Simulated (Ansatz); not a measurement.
`[SiH3]O[SiH2][GaH2]` + arsine → `[GaH2][AsH2]` + disiloxane at 500 K and 1 bar (cleavage of the Ga–Si bond).

Program: Ansatz. Geometries: PBE0-D4/def2-TZVP. ΔE: electronic, gas phase. CCSD(T)/CBS adds triple-zeta CCSD(T) − MP2 to the extrapolated MP2 energy (def2 sets, frozen cores). For As, Ga outer-core shells are correlated without core-valence functions, which leaves a few kJ/mol of doubt a bond. Scalar relativity is left out up to krypton. One conformer a species, not always the lowest.

| species | CCSD(T)/CBS energy (Eh) | H − E (kJ/mol) | S (J/(mol·K)) |
| --- | --- | --- | --- |
| `[SiH3]O[SiH2][GaH2]` | -2581.53792 | 212.6 | 445.4 |
| `[AsH3]` | -2236.79077 | 76.6 | 245.1 |
| `[GaH2][AsH2]` | -4161.33979 | 107.4 | 346.0 |
| `[SiH3]O[SiH3]` | -657.01000 | 183.5 | 385.7 |

H − E and S are ideal-gas, rigid-rotor, harmonic terms from PBE0-D4/def2-TZVP, for one conformer and one mirror image of each species. 1 Eh = 2625.50 kJ/mol, R = 8.31446 J/(mol·K).

By hand: ΔE, ΔH, ΔS and ΔG.

ΔE = (-4161.33979) + (-657.01000) − (-2581.53792) − (-2236.79077) = -0.02110 Eh = -55.4 kJ/mol. Δ(H − E) = 107.4 + 183.5 − 212.6 − 76.6 = 1.7, so ΔH = -53.7 kJ/mol. ΔS = 346.0 + 385.7 − 445.4 − 245.1 = 41.2 J/(mol·K). ΔG = -53.7 − 500 × (41.2)/1000 = -74.3 kJ/mol.

By hand: the equilibrium constant, and the temperature at which ΔG would vanish if ΔH and ΔS stayed fixed.

log₁₀ K = −ΔG/(RT ln 10) = 7.8. ΔH and −TΔS have one sign here, so there is no such temperature.

TΔS isn't small against ΔH here. A doubt of 5 kJ/mol in ΔE shifts log₁₀ K by 0.5 here. Other conformers and mirror images would add mixing entropy, several J/(mol·K) or more a flexible species. Modes under 60 cm⁻¹, often nearly free rotors, make the harmonic entropy too high. These are equilibria of isolated gas molecules and say nothing of rates. Largest T1 diagnostic: 0.013 (customary marks: 0.02 for closed shells, 0.045 for open ones).
